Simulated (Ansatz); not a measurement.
Input for Ansatz (a quantum-chemistry and plane-wave program): U-PBE/cc-pVTZ on BF2HO (SMILES OB(F)F), a point of a bond scan (R = 1.466 Å).

Ansatz 0.2 input:
```yaml
crystal:
  periodic: [false, false, false]
  atoms:
    - {symbol: B, position_ang: [-0.01132654, -0.00676178, 0.01792770]}
    - {symbol: F, position_ang: [1.41612334, -0.23490574, -0.22364905]}
    - {symbol: F, position_ang: [-0.53872025, -0.47351002, 1.13641053]}
    - {symbol: O, position_ang: [-0.79276045, 0.65749755, -0.85724911]}
    - {symbol: H, position_ang: [-0.32999807, 0.96290708, -1.64415257]}
basis:
  gaussian:
    orbitals: cc-pVTZ
hamiltonian:
  xc: {name: PBE}
magnetization: {spin_polarized: true, initial_magnetization: 0}
```

Output:

```
WARN ansatz: RAYON_NUM_THREADS=1 ignored (pool sized by the plan → 1); use --threads N
Functional definition: PBE
integrals: 0.04 GiB planned
731 factors; their error is unknown
mean field: 0.42 GiB planned
mean field evaluation 1: about -8166.6400 eV, gradient 4.7e1 eV
mean field evaluation 2: about -8147.9915 eV, gradient 8.7e1 eV
mean field evaluation 4: about -8172.6936 eV, gradient 5.6e0 eV
mean field evaluation 8: about -8172.7724 eV, gradient 2.2e-1 eV
mean field evaluation 16: about -8172.7430 eV, gradient 2.5e-5 eV
mean field -8172.74296731 eV, -300.3427643646 hartree, gradient 2.5e-5 eV, S^2 0.000000; 0 other end points of the search recorded, 0 dependent functions left out
reference -8172.74299845 eV, -300.3427655090 hartree; 16, 16 occupied and 118, 118 virtual orbitals, 731 factors
Total energy: -8172.74299845 eV, -300.3427655090 hartree
```

Self-consistency was reached.

Cost: around 2.2 core-seconds (rough).
